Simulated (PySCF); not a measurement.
SMILES s1c(c(cc1)F)-c1c(ccs1)F (C₈H₄F₂S₂), singlet, GFN2-xTB optimised geometry.

```
16

F     -1.38    -2.21     0.00
C     -0.07    -1.90     0.00
C      0.93    -2.88     0.00
C      2.17    -2.32     0.00
S      2.12    -0.60     0.00
C      0.38    -0.60     0.00
C     -0.38     0.60     0.00
S     -2.12     0.60     0.00
C     -2.17     2.32     0.00
C     -0.93     2.88     0.00
C      0.07     1.90     0.00
F      1.38     2.21     0.00
H      0.73    -3.94     0.00
H      3.12    -2.82     0.00
H     -3.12     2.82     0.00
H     -0.73     3.94     0.00
```

Density from PBE0/def2-TZVP (PySCF) at that geometry.

Minimum of the electron density along straight lines between bonded atoms, close to the bond critical point (lines longer than 1.1 times the sum of covalent radii, or with two minima, are not listed):

```
bond     length / Å  ρ at the minimum / e bohr⁻³  ∇²ρ there / e bohr⁻⁵  position (fraction from the first atom)
-------  ----------  ---------------------------  --------------------  ---------------------------------------
F1–C2         1.343                        0.265                 -0.02                                     0.67
C2–C3         1.406                        0.310                 -0.90                                     0.52
C3–C4         1.359                        0.333                 -0.98                                     0.49
C4–S5         1.717                        0.218                 -0.46                                     0.48
C2–C6         1.376                        0.326                 -0.94                                     0.50
S5–C6         1.738                        0.210                 -0.42                                     0.51
C6–C7         1.429                        0.291                 -0.82                                     0.50
C7–S8         1.738                        0.210                 -0.42                                     0.49
S8–C9         1.717                        0.218                 -0.46                                     0.52
C9–C10        1.359                        0.333                 -0.98                                     0.51
C7–C11        1.376                        0.326                 -0.94                                     0.50
C10–C11       1.406                        0.310                 -0.90                                     0.48
C11–F12       1.343                        0.265                 -0.02                                     0.33
C3–H13        1.074                        0.289                 -1.05                                     0.65
C4–H14        1.071                        0.292                 -1.06                                     0.65
C9–H15        1.071                        0.292                 -1.06                                     0.65
C10–H16       1.074                        0.289                 -1.05                                     0.65
```
